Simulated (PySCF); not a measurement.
## How methods differ on the excitation energy of Se⁺

Se⁺ [Ar] 3d10 4s2 4p3 (4S) → Se⁺ [Ar] 3d10 4s1 4p3 4d1 (6D), as a difference of total energies. Calculation: PySCF 2.14, in aug-cc-pVQZ-DK (8s7p5d3f2g, 93 functions); scalar relativity by spin-free X2C-1e. Correlated levels: valence: [Ar] 3d10 frozen. The calculations carry no spin-orbit coupling.

```tsv
method	excitation energy (cm⁻¹)
UHF	152000
MP2 (valence)	163560
SCS-MP2 (valence)	167280
CCSD (valence)	164700
CCSD(T) (valence)	165250
```

A first-order spin-orbit estimate (lowest level to lowest level, LS coupling) adds -0.014 eV.

The promoted electron is Rydberg-like, and one or two diffuse shells describe it only roughly, which tends to raise the upper state.
